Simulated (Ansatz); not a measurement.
Consider the substitution at a C–S bond: `BO[SiH2]SC` + `NB(Cl)Cl` → `CNB(Cl)Cl` + `BO[SiH2]S`.

Program: Ansatz. Geometries: PBE0-D4/def2-TZVP. ΔE: electronic, gas phase. CBS: MP2 limit from def2 TZ/QZ plus the TZ coupled-cluster correction, frozen cores. DFT in def2-TZVPP. Each species was taken in one conformer, which may not be the lowest.

`BO[SiH2]SC`:

Z-matrix (Å, degrees):
```
Si
O 1 1.660
S 1 2.108 2 112.1
H 1 1.478 2 107.6 3 117.0
H 1 1.486 2 107.5 3 -121.1
B 2 1.347 1 130.7 3 99.3
C 3 1.818 1 99.4 2 -69.4
H 6 1.205 2 120.0 1 1.7
H 6 1.198 2 118.2 1 -178.1
H 7 1.090 3 111.1 1 69.2
H 7 1.090 3 111.1 1 -53.7
H 7 1.089 3 106.7 1 -172.4
```

`NB(Cl)Cl`:

Z-matrix (Å, degrees):
```
N
B 1 1.384
H 1 1.005 2 122.3
H 1 1.005 2 122.3 3 180.0
Cl 2 1.761 1 120.3 3 -180.0
Cl 2 1.761 1 120.3 3 0.0
```

`CNB(Cl)Cl`:

Z-matrix (Å, degrees):
```
C
N 1 1.445
H 1 1.093 2 111.0
H 1 1.093 2 111.1 3 120.8
H 1 1.088 2 109.5 3 -119.6
B 2 1.383 1 128.3 3 120.8
H 2 1.008 1 114.9 3 -59.4
Cl 6 1.766 2 119.3 1 179.9
Cl 6 1.762 2 121.9 1 -0.1
```

`BO[SiH2]S`:

Z-matrix (Å, degrees):
```
Si
O 1 1.655
S 1 2.122 2 112.0
H 1 1.478 2 105.8 3 120.8
H 1 1.481 2 110.3 3 -117.0
B 2 1.349 1 131.3 3 98.3
H 3 1.344 1 94.4 2 70.8
H 6 1.203 2 120.0 1 2.8
H 6 1.198 2 118.0 1 -177.7
```

| level | ΔE (kJ/mol) | difference from CCSD(T)/CBS |
| --- | --- | --- |
| PBE0-D4 | 18.4 | 0.6 |
| B2PLYP | 16.2 | -1.6 |
| PBE | 18.0 | 0.2 |
| PBE0 | 17.1 | -0.7 |
| MP2/def2-TZVPP | 18.0 | 0.2 |
| HF/def2-QZVPP | 12.9 | -4.9 |
| SCS-MP2/def2-QZVPP | 17.6 | -0.2 |
| HF/CBS(def2) | 12.9 | -4.9 |
| MP2/CBS(def2) | 21.0 | 3.2 |
| CCSD/CBS(def2) | 16.7 | -1.1 |
| CCSD(T)/CBS | 17.8 | 0 |

Largest T1 diagnostic among the species: 0.013.
